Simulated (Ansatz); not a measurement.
Program: Ansatz. Geometries: PBE0-D4/def2-TZVP. ΔE: electronic, gas phase. CCSD(T)/CBS is the MP2 limit (def2-TZVPP, def2-QZVPP) plus CCSD(T) − MP2 in def2-TZVPP, frozen cores. DFT in def2-TZVPP.

Consider the formal exchange of groups at a C–C bond: `BC([SiH3])C#C` + `C1[SiH2]S1` → `C#C[SiH]1CS1` + `BC[SiH3]`.

`BC([SiH3])C#C`:

Cartesian coordinates in Å:
```
B -0.489 1.535 -0.529
C 0.462 0.455 0.018
Si 0.012 -1.065 -1.077
C 0.311 0.022 1.385
C 0.163 -0.370 2.512
H -1.534 1.754 0.006
H -0.204 2.095 -1.547
H 1.512 0.627 -0.251
H -1.423 -1.400 -0.911
H 0.856 -2.192 -0.619
H 0.299 -0.762 -2.502
H 0.034 -0.700 3.515
```

`C1[SiH2]S1`:

```xyz
7

C     0.848    0.073    0.398
Si   -0.775    0.031   -0.467
S    -0.277   -1.220    1.126
H     1.073    0.881    1.088
H     1.728   -0.346   -0.081
H    -0.854   -0.543   -1.827
H    -1.744    1.124   -0.238
```

`C#C[SiH]1CS1`:

Cartesian coordinates in Å:
```
C -0.560 -2.221 -1.261
C -0.457 -1.086 -0.867
Si -0.309 0.626 -0.305
C 0.798 1.013 1.107
S -1.000 1.143 1.589
H -0.651 -3.226 -1.604
H -0.461 1.582 -1.417
H 1.318 0.206 1.615
H 1.322 1.963 1.144
```

`BC[SiH3]`:

Z-matrix (Å, degrees):
```
C
Si 1 1.896
B 1 1.532 2 106.4
H 1 1.094 2 104.2 3 -121.9
H 1 1.094 2 104.4 3 122.1
H 2 1.486 1 111.0 3 -59.0
H 2 1.486 1 110.8 3 62.0
H 2 1.486 1 108.7 3 -178.5
H 3 1.198 1 120.6 2 88.6
H 3 1.198 1 120.7 2 -87.3
```

| level | ΔE (kJ/mol) |
| --- | --- |
| PBE0-D4 | -54.3 |
| PBE | -55.6 |
| HF/def2-QZVPP | -62.2 |
| MP2/def2-QZVPP | -61.0 |

Task: What does CCSD(T)/CBS give? (Best estimate.)

Result: The calculation gave: -60.9 kJ/mol. The listed levels differ from it by 6.6, 5.3, -1.3, -0.1 kJ/mol.

Largest T1 diagnostic among the species: 0.013.
